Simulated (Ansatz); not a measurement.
One change: `[NH2][Ge]([NH2])([Cl])[Cl]` becomes `[NH2][Sn]([NH2])([Cl])[Cl]`.

Ansatz, PBE0-D4/def2-TZVP geometries, multiplicity 1. Each molecule was computed in one conformer, which needn't be the lowest.

Elements past krypton have def2 core potentials. Scalar relativity is left out up to krypton.

```json
{"property": "HOMO–LUMO gap (PBE/def2-TZVPP) / eV", "`[NH2][Ge]([NH2])([Cl])[Cl]`": "5.27"}
{"property": "size of the dipole moment (ωB97M-V/def2-TZVPP) / D", "`[NH2][Ge]([NH2])([Cl])[Cl]`": "1.78"}
{"property": "HOMO energy (B3LYP/def2-TZVPP) / eV", "`[NH2][Ge]([NH2])([Cl])[Cl]`": "-7.91"}
{"property": "HOMO–LUMO gap (ωB97M-V/def2-TZVPP) / eV", "`[NH2][Ge]([NH2])([Cl])[Cl]`": "11.99"}
{"property": "LUMO energy (PBE/def2-TZVPP) / eV", "`[NH2][Ge]([NH2])([Cl])[Cl]`": "-1.43"}
{"property": "ideal-gas entropy at 298 K and 1 bar (rigid rotor, harmonic PBE0-D4/def2-TZVP) / J/(mol·K)", "`[NH2][Ge]([NH2])([Cl])[Cl]`": "366"}
```

Task: Give the same properties after the change, and the shifts. (An estimate is asked.)

Result: The calculation gave: 
| property | `[NH2][Sn]([NH2])([Cl])[Cl]` | shift |
| --- | --- | --- |
| HOMO–LUMO gap (PBE/def2-TZVPP) / eV | 4.16 | -1.11 |
| size of the dipole moment (ωB97M-V/def2-TZVPP) / D | 1.70 | -0.08 |
| HOMO energy (B3LYP/def2-TZVPP) / eV | -7.87 | 0.04 |
| HOMO–LUMO gap (ωB97M-V/def2-TZVPP) / eV | 10.84 | -1.15 |
| LUMO energy (PBE/def2-TZVPP) / eV | -2.54 | -1.11 |
| ideal-gas entropy at 298 K and 1 bar (rigid rotor, harmonic PBE0-D4/def2-TZVP) / J/(mol·K) | 390 | 24 |

Dipoles are sizes alone; their direction can turn.

B3LYP here is the variant with VWN-RPA as its local correlation; programs differ in this.
